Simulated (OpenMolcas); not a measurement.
Sb2+: from RASSCF to RASPT2

```json
{
 "Program": "OpenMolcas 26.06",
 "Basis": "ANO-RCC [10s9p8d5f3g]",
 "Scalar Hamiltonian": "DKH2, point nucleus",
 "Active space": "1 electron in 9 orbitals (RAS2 5p; RAS3 5d 6s, at most 1 electron)",
 "State averaging": "2S+1 = 2 odd, 3 roots; 2S+1 = 2 even, 6 roots",
 "Spin-orbit coupling": "RASSI with atomic mean-field integrals over the reference wave functions, term energies averaged over their components"
}
```

Methods on the same reference wave functions:
A. RASSCF
B. SS-RASPT2, IPEA 0.25 Eh, imaginary shift 0.1 Eh (closed shells correlated: 4d 5s)

Energies in cm-1 above 5s2 5p 2P* 1/2, the measured ground level; measured values from Moore, Atomic Energy Levels, vol. III, NSRDS-NBS 35 (1971 reprint of NBS Circular 467, 1958).

```json
{"Level": "5s2 5p 2P* 1/2", "A": "0.0", "B": "0.0", "Measured": "0.0"}
{"Level": "5s2 5p 2P* 3/2", "A": "5823", "B": "5820", "Measured": "6576"}
{"Level": "5s2 6s 2S 1/2", "A": "91403", "B": "92760", "Measured": "93418"}
{"Level": "5s2 5d 2D 3/2", "A": "94117", "B": "92330", "Measured": "98820"}
{"Level": "5s2 5d 2D 5/2", "A": "94515", "B": "92730", "Measured": "100385"}
```

Deviations, from unrounded energies. A percentage is the sum of absolute deviations over the sum of measured energies, with the sign that they share, or ± where signs differ.

| Against measurement | Levels | A | B |
| --- | --- | --- | --- |
| mean absolute deviation (cm-1) | 4 | 3300 | 3900 |
| fine structure of the ground term (%) | 1 | -11.5 | -11.5 |
| other configurations (%) | 3 | -4.3 | -5.1 |

A lies closest to measurement on these levels. The largest miss of A in the table is 5s2 5d 2D 5/2, by -5900 cm-1. The ranking rests on the paired levels alone, and a cruder setting can come out closer through cancelling errors.

The lowest spin-free term lies below A's lowest term by 0.512 hartree in B.

CASPT2 breaks the degeneracy within a term, and the mean is taken; among the terms shown or strongly mixed into the levels shown the widest spread is 190 cm-1 (5s2 5d 2D, B). ANO sets are built for valence states and can reach diffuse excited orbitals poorly, and with the s shell closed the s pⁿ⁺¹ terms that mix with these levels are absent. With one active electron the reference holds no correlation, so core polarisation is missing (holds for A). With one active electron, CASPT2 adds the correlation within the correlated inactive shells and between them and that electron, and leaves the splitting within a term as the reference gives it (holds for B). Measured partners are found by configuration, term and J. A level has none where our copy of the source lacks it or the pairing is in doubt (some pairs that miss far off the trend of their configuration count as doubtful), and it then counts in no deviation. Only configurations of the active space appear.

* marks odd parity.
